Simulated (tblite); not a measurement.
Record of a relaxation.

Compound: C₅H₁₀O₂SSi₂.
Bonds: O1–Si2, Si2–S3, S3–C4, C4–Si5, Si5–C6, C6–C7 (aromatic), C7–C8 (aromatic), C8–C9 (aromatic), C9–O10 (aromatic), C6–O10 (aromatic). Hydrogens: H11 on O1; H12, H13 on Si2; H14, H15 on C4; H16, H17 on Si5; H18 on C7; H19 on C8; H20 on C9.

Computed with GFN2-xTB (tblite), gas phase: L-BFGS steps from a force-field or distance-geometry start until the largest atomic force falls under 0.01 eV/Å. 6 of its 123 geometries are shown.

Step 0: E = -835.0960 eV, largest atomic force 1.756 eV/Å
```
atom  x, y, z in Å  |  force x, y, z in eV/Å
O1     -2.395    1.088   -3.305    0.043  -0.922   0.286
Si2    -1.592    0.776   -1.910   -0.009   0.469   0.147
S3     -1.834   -1.337   -1.587   -0.261   0.077  -0.350
C4     -1.519   -1.597    0.171   -0.807  -0.304   0.652
Si5     0.272   -1.929    0.543    1.331  -0.653   0.210
C6      1.123   -0.273    0.598    0.992   1.443  -0.125
C7      2.308    0.230    0.055   -0.739  -0.380   0.369
C8      2.429    1.582    0.468   -0.508  -0.280   0.174
C9      1.321    1.836    1.232   -0.409  -0.412   0.101
O10     0.525    0.738    1.324    0.896   0.031  -0.589
H11    -2.785    0.303   -3.729    0.221   0.749   0.183
H12    -0.158    1.076   -2.081   -0.375  -0.038   0.026
H13    -2.209    1.516   -0.769    0.212  -0.338  -0.517
H14    -1.915   -0.780    0.774   -0.041   0.135  -0.252
H15    -2.094   -2.486    0.465   -0.039   0.172  -0.276
H16     0.418   -2.596    1.867   -0.138   0.163  -0.281
H17     0.920   -2.792   -0.485   -0.249   0.323   0.264
H18     3.000   -0.333   -0.560   -0.289   0.243   0.243
H19     3.214    2.276    0.232   -0.090  -0.125   0.020
H20     0.965    2.715    1.764    0.260  -0.354  -0.286
```

Step 24: E = -835.2845 eV, largest atomic force 0.083 eV/Å
```
atom  x, y, z in Å  |  force x, y, z in eV/Å
O1     -2.228    1.093   -3.283    0.006  -0.033  -0.008
Si2    -1.573    0.689   -1.859    0.008   0.047   0.008
S3     -1.915   -1.406   -1.575   -0.033  -0.056  -0.008
C4     -1.550   -1.625    0.205    0.056  -0.028  -0.018
Si5     0.308   -1.915    0.541   -0.005  -0.035   0.015
C6      1.156   -0.246    0.569   -0.023  -0.032  -0.014
C7      2.328    0.239    0.053   -0.020   0.000   0.005
C8      2.421    1.589    0.457    0.002   0.006  -0.008
C9      1.302    1.833    1.194    0.000   0.014  -0.014
O10     0.536    0.739    1.267   -0.005  -0.002  -0.017
H11    -2.825    0.517   -3.755    0.033   0.031   0.064
H12    -0.155    0.984   -1.963    0.004   0.009   0.009
H13    -2.249    1.369   -0.761   -0.005   0.021  -0.019
H14    -1.943   -0.758    0.733    0.022  -0.051  -0.013
H15    -2.132   -2.497    0.498    0.000   0.026   0.007
H16     0.407   -2.544    1.869    0.008   0.005  -0.065
H17     0.920   -2.732   -0.510   -0.054   0.020   0.060
H18     3.030   -0.307   -0.543   -0.020   0.010   0.017
H19     3.207    2.280    0.228    0.008   0.014   0.010
H20     0.951    2.709    1.702    0.016   0.033  -0.011
```

Step 49: E = -835.2953 eV, largest atomic force 0.041 eV/Å
```
atom  x, y, z in Å  |  force x, y, z in eV/Å
O1     -2.078    1.074   -3.289   -0.011   0.008   0.023
Si2    -1.539    0.679   -1.816    0.010   0.019   0.010
S3     -1.940   -1.411   -1.554   -0.007   0.013  -0.010
C4     -1.557   -1.661    0.217    0.022  -0.011   0.005
Si5     0.304   -1.918    0.535    0.016  -0.017  -0.002
C6      1.126   -0.236    0.543    0.004  -0.007   0.005
C7      2.315    0.234    0.054    0.013  -0.007   0.000
C8      2.408    1.590    0.434   -0.004   0.004   0.006
C9      1.268    1.854    1.129   -0.012   0.017   0.002
O10     0.491    0.767    1.201   -0.011   0.001   0.003
H11    -2.836    0.639   -3.673    0.011   0.007  -0.018
H12    -0.119    0.971   -1.865   -0.010  -0.001  -0.005
H13    -2.270    1.381   -0.764    0.013  -0.011  -0.005
H14    -1.957   -0.811    0.765   -0.017  -0.020   0.001
H15    -2.121   -2.547    0.497   -0.015   0.007   0.019
H16     0.446   -2.552    1.853   -0.008   0.000  -0.001
H17     0.906   -2.727   -0.521   -0.001  -0.022  -0.011
H18     3.028   -0.329   -0.512    0.025  -0.018  -0.007
H19     3.207    2.271    0.226    0.000   0.001  -0.016
H20     0.913    2.744    1.608   -0.015   0.038   0.001
```

Step 73: E = -835.3049 eV, largest atomic force 0.047 eV/Å
```
atom  x, y, z in Å  |  force x, y, z in eV/Å
O1     -2.034    1.184   -3.188   -0.023  -0.017  -0.005
Si2    -1.499    0.726   -1.731    0.012   0.007  -0.006
S3     -1.950   -1.361   -1.525   -0.004  -0.015   0.024
C4     -1.549   -1.702    0.230   -0.016   0.010  -0.009
Si5     0.315   -1.953    0.542   -0.010  -0.004  -0.014
C6      1.123   -0.264    0.545   -0.005   0.013  -0.006
C7      2.330    0.204    0.098   -0.001   0.010  -0.001
C8      2.362    1.588    0.376   -0.012   0.005  -0.004
C9      1.172    1.871    0.973    0.010  -0.007   0.022
O10     0.421    0.768    1.082    0.000   0.004  -0.015
H11    -2.748    0.736   -3.635    0.024   0.010   0.039
H12    -0.068    0.954   -1.791    0.008   0.026  -0.007
H13    -2.195    1.439   -0.664    0.010  -0.034  -0.007
H14    -1.968   -0.891    0.822    0.018  -0.005   0.004
H15    -2.101   -2.610    0.464    0.001   0.017  -0.008
H16     0.469   -2.599    1.853   -0.015   0.012   0.000
H17     0.903   -2.764   -0.522    0.011  -0.006  -0.007
H18     3.093   -0.378   -0.378    0.000   0.000   0.014
H19     3.154    2.277    0.160   -0.007  -0.014   0.001
H20     0.763    2.786    1.357    0.000  -0.013  -0.018
```

Step 98: E = -835.3090 eV, largest atomic force 0.021 eV/Å
```
atom  x, y, z in Å  |  force x, y, z in eV/Å
O1     -2.051    1.224   -3.133    0.000   0.002  -0.008
Si2    -1.457    0.738   -1.709   -0.005   0.007   0.001
S3     -1.906   -1.354   -1.537    0.002  -0.014   0.013
C4     -1.543   -1.702    0.223   -0.004  -0.002  -0.011
Si5     0.316   -1.970    0.544    0.003  -0.007  -0.002
C6      1.115   -0.277    0.529    0.005   0.000  -0.001
C7      2.336    0.191    0.122    0.007  -0.001   0.001
C8      2.344    1.582    0.366    0.005   0.007   0.000
C9      1.127    1.868    0.904   -0.002   0.006   0.004
O10     0.383    0.761    1.009    0.002   0.011   0.007
H11    -2.769    0.766   -3.561   -0.010   0.005   0.005
H12    -0.033    0.998   -1.818   -0.007  -0.005  -0.006
H13    -2.127    1.399   -0.595    0.003   0.005  -0.005
H14    -1.956   -0.885    0.811    0.010  -0.010   0.003
H15    -2.109   -2.603    0.451   -0.006   0.008  -0.013
H16     0.460   -2.599    1.864   -0.004   0.007   0.005
H17     0.905   -2.796   -0.508    0.007  -0.001  -0.001
H18     3.126   -0.392   -0.304    0.005  -0.020   0.005
H19     3.140    2.271    0.169    0.000   0.001  -0.004
H20     0.694    2.790    1.239   -0.010   0.002   0.005
```

Step 122: E = -835.3105 eV, largest atomic force 0.010 eV/Å
```
atom  x, y, z in Å  |  force x, y, z in eV/Å
O1     -2.075    1.231   -3.134    0.003   0.003   0.002
Si2    -1.456    0.735   -1.724   -0.001  -0.002   0.002
S3     -1.889   -1.360   -1.553    0.002   0.000   0.002
C4     -1.532   -1.709    0.208   -0.004  -0.001  -0.003
Si5     0.323   -1.975    0.554   -0.001  -0.003   0.001
C6      1.121   -0.280    0.535   -0.003   0.002  -0.009
C7      2.349    0.184    0.147    0.002  -0.001   0.009
C8      2.350    1.578    0.373    0.002   0.001  -0.002
C9      1.122    1.869    0.885   -0.001   0.004  -0.004
O10     0.377    0.762    0.987    0.006   0.000   0.004
H11    -2.852    0.830   -3.514   -0.003  -0.004  -0.002
H12    -0.037    1.001   -1.868    0.001  -0.002  -0.001
H13    -2.105    1.389   -0.594   -0.003  -0.001   0.003
H14    -1.948   -0.892    0.795    0.000  -0.003   0.003
H15    -2.101   -2.608    0.432   -0.001  -0.001  -0.004
H16     0.444   -2.584    1.885   -0.002   0.001   0.001
H17     0.932   -2.813   -0.477    0.000   0.003  -0.002
H18     3.148   -0.407   -0.251   -0.001   0.004  -0.001
H19     3.147    2.267    0.180    0.000  -0.001   0.005
H20     0.678    2.792    1.201    0.006   0.002  -0.003
```

**Question.** Summarise the path.

**Answer.** The energy falls by 4.95 kcal/mol from step 0 to step 122; nine tenths of that is first reached at step 31. It falls at every step. The largest force goes from 1.756 to 0.010 eV/Å. Among the bonds C4–Si5 changes most, from 1.859 to 1.905 Å; the atoms move by 0.281 Å rms after alignment.

**Question.** Follow the three bonds and two angles with the largest change from start to end.

**Answer.** 
```csv
step,E above end (kcal/mol),largest force (eV/Å),C4–Si5 (Å),Si2–H13 (Å),C6–C7 (Å),Si2–O1–H11 (°),O1–Si2–H12 (°)
0,4.95,1.756,1.859,1.493,1.398,114.4,109.8
5,1.25,0.160,1.904,1.452,1.368,118.9,109.2
11,1.01,0.088,1.907,1.456,1.369,121.1,108.0
16,0.85,0.078,1.908,1.455,1.370,121.1,107.5
21,0.69,0.111,1.907,1.458,1.369,121.5,107.0
27,0.55,0.060,1.907,1.457,1.370,123.0,105.8
32,0.48,0.049,1.907,1.460,1.369,121.9,105.0
37,0.44,0.054,1.907,1.458,1.370,121.6,105.0
42,0.39,0.042,1.908,1.459,1.370,121.8,105.0
48,0.36,0.040,1.905,1.460,1.369,121.3,104.4
53,0.32,0.041,1.907,1.459,1.370,121.4,103.7
58,0.27,0.045,1.905,1.460,1.369,122.3,102.9
64,0.22,0.058,1.906,1.458,1.370,122.7,103.1
69,0.16,0.048,1.908,1.459,1.369,122.9,103.4
74,0.12,0.034,1.907,1.459,1.369,122.4,104.1
80,0.08,0.028,1.906,1.458,1.369,121.6,104.4
85,0.07,0.042,1.906,1.458,1.369,121.7,104.4
90,0.06,0.032,1.906,1.459,1.369,121.7,104.0
95,0.04,0.029,1.905,1.458,1.369,121.9,104.0
101,0.03,0.017,1.905,1.458,1.369,121.7,103.9
106,0.02,0.019,1.905,1.458,1.369,121.8,103.7
111,0.01,0.019,1.905,1.458,1.369,122.0,103.6
117,0.00,0.016,1.905,1.459,1.369,121.9,103.3
122,0.00,0.010,1.905,1.458,1.369,122.0,103.4
```

What follows is the cost of the whole relaxation. Time: 2.4 s wall. Hardware: one thread, Arm Neoverse N1 (aarch64), no GPU, shared host.
